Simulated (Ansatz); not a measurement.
This geometry of ClGaH$_{2}$ (4 atoms, charge 0, multiplicity 1) is a first-order saddle point.

Computed with RKS r2SCAN/def2-mTZVP (Ansatz).

```xyz
4
Properties=species:S:1:pos:R:3
Ga 0.242 0.000 -0.608
Cl 1.339 0.000 1.827
H 1.704 0.000 0.241
H -1.328 0.000 -0.330
```

Task: Which two structures does it join? (They come from a converged band through this point; their orientation in space is the band's.)

Result: Bonds broken: Ga1–Cl2, Ga1–H3. Bonds formed: Cl2–H3. ClGaH2 becomes ClH + GaH.

Image 0:

```xyz
4
Properties=species:S:1:pos:R:3
Ga 0.453 0.000 0.073
Cl 0.821 0.000 2.198
H 1.731 0.000 -0.811
H -1.048 0.000 -0.329
```

Image 10:

```xyz
4
Properties=species:S:1:pos:R:3
Ga -0.364 0.000 -0.434
Cl 2.497 0.000 1.949
H 1.481 0.000 1.080
H -1.656 0.000 -1.464
```

Task: How far does it lie above each of them?

Result: 55.2 kcal/mol above the first and 4.7 kcal/mol above the second. This is the barrier of this one path; another mechanism may lie lower. The orbitals stay closed-shell, which can raise the energy where a bond breaks towards radicals; this wasn't checked here.

The run took 7.2 min on 1 thread of AMD EPYC 7R43 64-Core Processor (Zen 3) (shared host), peak memory 0.13 GiB.
